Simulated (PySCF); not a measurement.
Species: (1-chloro-2-methylprop-1-enyl)silane, C₄H₉ClSi (charge 0, singlet). 
Coordinates optimised at B3LYP-D3(BJ)/def2-TZVP (Ansatz):
```
C
C 1 1.3377
C 1 1.4983 2 125.20
H 3 1.0857 1 112.64 2 -0.74
H 3 1.0939 4 108.73 1 122.15
H 3 1.0940 4 108.68 5 115.72
C 1 1.5044 2 120.37 3 179.86
H 7 1.0886 1 113.60 2 0.07
H 7 1.0937 8 107.84 1 -122.46
H 7 1.0937 8 107.84 9 -115.16
Cl 2 1.7722 1 120.40 3 -0.21
Si 2 1.8777 1 126.25 3 -179.98
H 12 1.4756 2 108.98 1 -177.79
H 12 1.4827 13 109.40 2 -121.04
H 12 1.4828 13 109.40 14 -117.94
```
Charge 0, spin multiplicity 1.

Dispersion corrections to the total energy (kcal/mol) from the dftd3 and dftd4 libraries through PySCF: D3(BJ) without and D4 with the three-body term, each with the damping fitted for the functional named.

| functional | D3(BJ) | D4 |
|---|---|---|
| PW6B95 | ___ | -7.53 |
| PBE0 | -8.24 | -7.75 |
| BLYP | -19.87 | -19.84 |
| r2SCAN | -2.76 | -2.36 |
| LC-wPBE | -9.09 | ___ |
| BP86 | -15.30 | -12.36 |
| CAM-B3LYP | ___ | -7.88 |

Question: Complete the blanks.

Answer: 
- PW6B95, D3(BJ): -5.04
- LC-wPBE, D4: -10.11
- CAM-B3LYP, D3(BJ): -7.69
